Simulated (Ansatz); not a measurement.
Basis-set extrapolation for C2H7Cl2NSi2 (`C=CN([SiH2]Cl)[SiH2]Cl`) (PBE0-D4/def2-TZVP geometry, frozen core, Ansatz 0.2.0). Multiplicity 1, RHF reference.

|  | def2-TZVPP | def2-QZVPP |
| --- | --- | --- |
| HF | -1631.363049 | -1631.413174 |
| MP2 correlation | -1.150705 | -1.244496 |
| CCSD(T) correlation | -1.279448 | not run |

Energies in hartree. Use E(X) = E(∞) + A·exp(−7.88·√X) for Hartree–Fock and E(X) = E(∞) + B·X^(−2.97) for correlation, with X = 3 and 4, and add CCSD(T) minus MP2 of the smaller set to the MP2 limit.

Problem. What is the CCSD(T) energy at the basis-set limit?

Solution. HF limit: -1631.413174 + (-0.050125) × 0.13774 = -1631.42008. MP2 limit: -1.244496 + (-0.093791) × 0.74074 = -1.31397. Higher-order term: -1.279448 − (-1.150705) = -0.12874. Total: -1632.86279 hartree, 5.99 eV below CCSD(T)/def2-TZVPP.
